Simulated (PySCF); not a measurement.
Species: C4H11BO4Si.
Z-matrix (Å and degrees, PBE0-D3(BJ)/def2-SVP geometry), rows numbered from 1:
```
C 
O   1  1.4059
B   2  1.3526  1  122.42
C   3  1.5962  2  116.59  1   178.42
C   4  1.4937  3  109.98  2   -88.08
O   5  1.2056  4  126.30  3   104.43
O   5  1.3480  4  113.14  3   -73.94
Si  7  1.7203  5  115.56  4   178.09
O   3  1.3568  2  119.00  1    -1.47
C   9  1.4045  3  124.25  2  -178.61
H   1  1.1005  2  111.89  3    28.85
H   1  1.1023  2  110.35  3   -91.92
H   1  1.0996  2  108.41  3   149.65
H   4  1.1000  3  110.44  2   151.75
H   4  1.0967  3  109.15  2    30.36
H   8  1.4881  7  102.26  5  -179.54
H   8  1.4860  7  110.78  5   -62.09
H   8  1.4860  7  110.69  5    63.07
H  10  1.1035  9  111.19  3    73.83
H  10  1.0993  9  108.14  3  -167.84
H  10  1.1006  9  111.72  3   -48.16
```

The closed-shell ground state was solved at several levels (PySCF, density fitting, gas phase, non-relativistic).

```tsv
level	basis functions	HOMO (eV)	LUMO (eV)	gap (eV)	dipole (D)
CAM-B3LYP/def2-SVPD	304	-9.60	0.71	10.31	3.04
PBE0/pcSseg-1	232	-8.05	-0.05	8.00	3.04
```

(1) What might CAM-B3LYP/pcSseg-1 (232 basis functions) give for the same quantities?

(2) Over all these levels, which gives the widest orbital gap and which the narrowest?

(3) How far do the dipole and the HOMO energy spread over the levels?

Results:

(1) HOMO -9.49 eV, LUMO 1.13 eV, gap 10.62 eV, dipole 3.07 D.

(2) CAM-B3LYP/pcSseg-1 (range-separated hybrid) has the widest, 10.62 eV, and PBE0/pcSseg-1 (global hybrid, 25 % exact exchange) the narrowest, 8.00 eV. The two share the basis. From the narrowest to the widest the HOMO moves by -1.44 eV and the LUMO by +1.18 eV.

(3) The dipole runs from 3.04 to 3.07 D (mean 3.05 D) and the HOMO from -9.60 to -8.05 eV.

One conformer stands for the species.
